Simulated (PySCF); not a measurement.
# P+: ionisation energy

P+ [Ne] 3s2 3p2 (3P) → P(2+) [Ne] 3s2 3p1 (2P), as a difference of total energies. Computed with PySCF 2.14 in x2c-SVPall (4s3p1d, 18 functions), with the spin-free X2C one-electron Hamiltonian (Gaussian nucleus). Correlated levels: valence: [Ne] frozen. The calculations carry no spin-orbit coupling.

```
           method  ionisation energy (eV)  difference from reference (eV)
              UHF                  19.176                          -0.593
              LDA                  19.830                          +0.061
             MN15                  19.816                          +0.047
    MP2 (valence)                  19.458                          -0.311
SCS-MP2 (valence)                  19.381                          -0.388
   CCSD (valence)                  19.475                          -0.294
CCSD(T) (valence)                  19.483                          -0.286
```

Reference: 19.769 eV (semi-empirical (NIST evaluation); NIST Atomic Spectra Database, ionization energies).

The reference lies between the lowest fine-structure levels, while these numbers refer to the centres of the terms.

Errors of the correlated levels include the incompleteness of this basis and the frozen core.
